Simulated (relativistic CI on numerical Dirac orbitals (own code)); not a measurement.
# Slater and spin-orbit integrals, Hg59+

Calculated at this level of theory: Dirac-Coulomb-Breit CI, orbitals from a KLI potential per configuration, model QED, unscaled Slater integrals (own radial code, finite nucleus).

Slater integrals F^k, G^k are unscaled and averaged over j, outside the closed core [Ne]; ζ comes from projecting the Hamiltonian with its Breit term on Σ l·s of the shell.

- 3s2.3p6.3d3: F^2(3d,3d) = 674330, F^4(3d,3d) = 436110, ζ(3d) = 347040 cm⁻¹; <r>(3d) = 0.1519, <r^2>(3d) = 0.02669 (bohr units).
- 3s2.3p5.3d4: ζ(3p) = 2.6211e+06, F^2(3d,3d) = 673520, F^4(3d,3d) = 435560, F^2(3p,3d) = 579610, G^1(3p,3d) = 610220, G^3(3p,3d) = 409150, ζ(3d) = 344620 cm⁻¹; <r>(3p) = 0.1698, <r^2>(3p) = 0.03347, <r>(3d) = 0.1521, <r^2>(3d) = 0.02675 (bohr units).
- 3s.3p6.3d4: F^2(3d,3d) = 673260, F^4(3d,3d) = 435390, G^2(3s,3d) = 475850, ζ(3d) = 345980 cm⁻¹; <r>(3s) = 0.1712, <r^2>(3s) = 0.03358, <r>(3d) = 0.1521, <r^2>(3d) = 0.02677 (bohr units).

Q: Give the Racah parameters of the d shell in 3s2.3p6.3d3.

A: B = F²/49 − 5F⁴/441 = 8817 cm⁻¹ and C = 35F⁴/441 = 34612 cm⁻¹.

Averages of the first 10 configurations, taken without configuration mixing, which lowers the lowest level and can move excited configurations by several eV; other configurations of the list can lie among them:

```csv
Configuration,Parity,States,Average energy above the lowest level (eV)
3s2.3p6.3d3,even,120,198.9
3s2.3p5.3d4,odd,1260,759.8
3s.3p6.3d4,even,420,1341.0
3s2.3p6.3d2.4s,even,90,2576.7
3s2.3p6.3d2.4p,odd,270,2799.3
3s2.3p6.3d2.4d,even,450,3023.9
3s2.3p5.3d3.4s,odd,1440,3126.1
3s2.3p6.3d2.4f,odd,630,3178.3
3s2.3p5.3d3.4p,even,4320,3349.1
3s.3p6.3d3.4s,even,480,3710.4
```
